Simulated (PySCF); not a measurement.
Broadened absorption spectrum of H9P3Si2

Compound: H₉P₃Si₂.
Z-matrix (Å and degrees, GFN2-xTB geometry), rows numbered from 1:
```
Si
P   1  2.2460
P   2  2.1652  1   97.58
Si  3  2.2572  2   97.01  1  -175.57
P   3  2.1585  2   97.19  1    85.95
H   1  1.4636  2  104.96  3   166.89
H   1  1.4688  2  107.00  3   -74.77
H   1  1.4669  2  112.79  3    45.89
H   2  1.3863  1   95.48  3   -93.53
H   4  1.4663  3  105.18  2  -170.49
H   4  1.4649  3  111.52  2   -49.76
H   4  1.4650  3  105.13  2    71.25
H   5  1.3916  3   92.58  2   174.40
H   5  1.3957  3   94.03  2   -93.46
```

Computed, not measured: TDDFT wB97X-D/def2-SVPD, vertical, gas phase, core orbitals frozen in the response in PySCF 2.14.0, density-fitted response routines.

Broadening: Gaussians 0.3 eV wide at half height, area fixed by f = 4.319×10⁻⁹ ∫ε dν̃. The width is an assumption, not a result. The curve ends short of the highest state used, and states not computed would add to its high-energy end.

λ (nm), ε (L mol⁻¹ cm⁻¹) and a bar:
```
    207.1       2976 ###########
    209.8       1845 #######
    212.5       2346 ########
    215.2       4303 ###############
    217.9       6747 ########################
    220.6       8411 ##############################
    223.3       8494 ##############################
    226.0       7077 #########################
    228.7       4926 #################
    231.4       2963 ##########
    234.1       1771 ######
    236.8       1456 #####
    239.4       1809 ######
    242.1       2577 #########
    244.8       3419 ############
    247.5       4002 ##############
    250.2       4126 ###############
    252.9       3807 #############
    255.6       3212 ###########
    258.3       2526 #########
    261.0       1864 #######
    263.7       1286 #####
    266.4        819 ###
    269.1        477 ##
    271.8        253 #
    274.5        121 
    277.2         53 
    279.8         22 
    282.5          8 
    285.2          3
```

Task: Locate the maxima and give the states behind the curve.

Result: 250 nm (4.97 eV), ε about 4100, made up of S1 (13%) and S2 (83%); 222 nm (5.58 eV), ε about 8700, made up of S4 (47%) and S5 (53%) (ε in L mol⁻¹ cm⁻¹; maxima over ε = 5, shares over 10%). At its high-energy end, 5.99 eV, the curve is still rising (ε about 3100, from S6). The states used: S1 4.80 eV (f 0.015); S2 4.99 eV (f 0.038); S3 5.16 eV (f 0.0061); S4 5.51 eV (f 0.054); S5 5.65 eV (f 0.058); S6 6.13 eV (f 0.055); S7 6.26 eV (f 0.018); S8 6.59 eV (f 0.0075).

Task: Coming from long wavelengths, where does ε first pass 100 L mol⁻¹ cm⁻¹?

Result: At about 275 nm (4.51 eV), 0.29 eV below S1.

Task: On this curve, what absorbance would a 10⁻⁵ mol/L sample give at 248 nm over a 1 cm path?

Result: 248 nm is 4.999 eV, where ε is about 4100 L mol⁻¹ cm⁻¹, so A = ε c l ≈ 0.041 (Beer–Lambert, with the gas-phase spectrum and the assumed width).

Task: Does any computed singlet lie in the visible range?

Result: No computed singlet lies in the visible range (380 to 750 nm); the lowest, at 258 nm, stands 1.53 eV above its violet end (3.26 eV).

One conformer stands for the species.
